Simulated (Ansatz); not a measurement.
Start from `[NH2][Zn][NH2]` and change one atom or group to get `[CH3][Zn][NH2]`.

Ansatz, PBE0-D4/def2-TZVP geometries, multiplicity 1. Each molecule was computed in one conformer, which needn't be the lowest.

Outer-core shells of Zn are correlated without core-valence functions. Scalar relativity is left out up to krypton.

```json
{"property": "LUMO energy (PBE/def2-TZVPP) / eV", "`[NH2][Zn][NH2]`": "-1.09"}
{"property": "size of the dipole moment (PBE/def2-TZVPP) / D", "`[NH2][Zn][NH2]`": "1.12"}
{"property": "HOMO–LUMO gap (PBE0/def2-TZVPP) / eV", "`[NH2][Zn][NH2]`": "6.47"}
{"property": "HOMO–LUMO gap (ωB97M-V/def2-TZVPP) / eV", "`[NH2][Zn][NH2]`": "10.24"}
{"property": "vertical ionisation energy (CCSD(T)/def2-TZVPP) / eV", "`[NH2][Zn][NH2]`": "9.21"}
{"property": "HOMO–LUMO gap (B3LYP/def2-TZVPP) / eV", "`[NH2][Zn][NH2]`": "5.92"}
```

**Question.** What does the change do to each property? (Estimate.)

**Answer.** Computed: 
| property | `[CH3][Zn][NH2]` | shift |
| --- | --- | --- |
| LUMO energy (PBE/def2-TZVPP) / eV | -0.73 | 0.36 |
| size of the dipole moment (PBE/def2-TZVPP) / D | 0.74 | -0.38 |
| HOMO–LUMO gap (PBE0/def2-TZVPP) / eV | 6.61 | 0.14 |
| HOMO–LUMO gap (ωB97M-V/def2-TZVPP) / eV | 10.28 | 0.04 |
| vertical ionisation energy (CCSD(T)/def2-TZVPP) / eV | 8.96 | -0.25 |
| HOMO–LUMO gap (B3LYP/def2-TZVPP) / eV | 6.07 | 0.15 |

With PBE0 the HOMO rises by 0.17 eV and the LUMO rises by 0.31 eV, so the gap widens by about 0.14 eV. PBE moves the HOMO by 0.16 eV and ωB97M-V by 0.16 eV. Dipoles are sizes alone; their direction can turn.

B3LYP here is the variant with VWN-RPA as its local correlation; programs differ in this.
